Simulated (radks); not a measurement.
The numbers below are computed, except where a source is named.
All-electron atom: the iodine ion I3+ in [Kr] 4d10 5s1.75 5p2.25 (fractional occupations, a model configuration). Code: a radial shooting solver on a logarithmic mesh with Libxc functionals. Model: scalar-relativistic Kohn-Sham, r2SCAN, spin-unpolarised, spherical densities, finite nucleus; meta-GGA in the generalised Kohn-Sham scheme; Fermi nuclear charge, rms radius 4.75 fm.

Normalised radial functions P(r) = r R(r), r in bohr:

r	3d	4d	5p
0.002207	0.0001	0.0000	0.0018
0.003345	0.0002	0.0001	0.0038
0.005112	0.0007	0.0003	0.0079
0.007812	0.0023	0.0010	0.0163
0.01194	0.0073	0.0031	0.0325
0.01809	0.0221	0.0093	0.0608
0.02765	0.0657	0.0275	0.1051
0.04225	0.1809	0.0756	0.1556
0.06456	0.4458	0.1845	0.1724
0.09787	0.9228	0.3728	0.0876
0.1495	1.5472	0.5830	-0.1200
0.2285	1.9024	0.5620	-0.2586
0.3492	1.5256	0.0242	-0.0330
0.5293	0.6960	-0.7952	0.3583
0.8088	0.1446	-1.1480	0.2341
1.236	0.0100	-0.7528	-0.4346
1.889	0.0001	-0.2466	-0.8045
2.863	0.0000	-0.0368	-0.5073
4.375	0.0000	-0.0015	-0.1131
6.685	0.0000	0.0000	-0.0064

3d: eigenvalue -643.84 eV, 0 radial nodes, <r> = 0.289 bohr, 90 % of the charge inside 0.453 bohr. 4d: eigenvalue -83.926 eV, 1 radial node at r = 0.354 bohr, <r> = 0.915 bohr, 90 % of the charge inside 1.39 bohr. 5p: eigenvalue -34.560 eV, 3 radial nodes at r = 0.119, 0.361, 0.953 bohr, <r> = 2.11 bohr, 90 % of the charge inside 3.04 bohr.
